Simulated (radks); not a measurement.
Results of a calculation; reference values are marked as such.
Neutral lanthanum inside a hard spherical wall (all orbitals vanish at R), configuration held at [Xe] 5d1 6s2 and not refilled when levels cross. Code: a radial shooting solver on a logarithmic mesh with Libxc functionals. Model: scalar-relativistic Kohn-Sham, PBE, spin-unpolarised, spherical densities, finite nucleus; Fermi nuclear charge, rms radius 4.855 fm. Eigenvalues in eV, with the zero of energy where the potential of the charges vanishes at infinity; a dash marks a level that is unbound or too diffuse for the functional's potential to be trusted. A positive occupied level is held by the wall or, in an anion where self-interaction has pushed it up, behind a barrier. The pressure on the wall is -dE/dV.

R (bohr),E (hartree),kinetic (hartree),e(5s),e(5p),e(6s),e(5d),"e(6p, empty)","e(7s, empty)",pressure (GPa)
free,-8492.9117,8982.759,-38.921,-22.401,-3.679,-3.091,-1.352,-,0
20,-8492.9117,8982.759,-38.921,-22.401,-3.679,-3.091,-1.351,0.014,< 0.0001
10,-8492.9076,8982.793,-38.696,-22.181,-3.502,-2.902,-0.947,2.906,0.0896
8,-8492.8856,8982.925,-38.034,-21.538,-2.891,-2.344,0.107,7.080,0.877
5,-8492.4681,8984.619,-33.617,-17.371,4.141,2.059,10.350,35.795,42.8
4,-8491.5607,8988.068,-28.861,-12.782,16.096,8.044,25.908,71.945,241
2.5,-8480.8415,9024.224,0.519,20.384,113.50,53.019,136.52,289.59,7920
2,-8461.7712,9081.740,42.155,69.084,243.57,114.75,275.49,541.29,37600
1.5,-8394.3082,9272.547,184.52,227.95,604.27,294.13,648.12,1180.9,266000
